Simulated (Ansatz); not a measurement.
NiF2, relaxed as a triplet with UKS r2SCAN-D4/def2-TZVP in Ansatz, starting from the r2SCAN-D4/def2-TZVP geometry of the neutral singlet. Force threshold 0.02 eV/Å.

The structure comes from a short search, and lower isomers may exist.

Start:

Cartesian coordinates in Å:
```
Ni -0.412 -0.291 0.301
F -0.733 0.379 -1.212
F 1.145 -0.087 0.911
```

```json
{"step": "1", "energy (eV)": "-46478.0482", "largest force component (eV/Å)": "1.181", "SCF passes": "481"}
{"step": "2", "energy (eV)": "-46478.2764", "largest force component (eV/Å)": "0.728", "SCF passes": "397"}
{"step": "3", "energy (eV)": "-46478.4299", "largest force component (eV/Å)": "0.970", "SCF passes": "194"}
{"step": "4", "energy (eV)": "-46478.6346", "largest force component (eV/Å)": "0.815", "SCF passes": "268"}
{"step": "5", "energy (eV)": "-46478.7826", "largest force component (eV/Å)": "0.266", "SCF passes": "265"}
{"step": "6", "energy (eV)": "-46478.8038", "largest force component (eV/Å)": "0.037", "SCF passes": "164"}
{"step": "7", "energy (eV)": "-46478.8039", "largest force component (eV/Å)": "0.002", "SCF passes": "150"}
```

Force components are those of the run's own axes.

End:

```xyz
3

Ni    0.000    0.000    0.000
F    -1.116    0.277   -1.261
F     1.116   -0.277    1.261
```

By distances, no bond broke or formed. The bond that changes most is Ni1–F2, from 1.69 to 1.71 Å (atoms count from 1).

No frequencies were taken in this run, so the end may be a saddle point.

It took 3.9 min on 4 threads of Arm Neoverse V1 on a shared host.
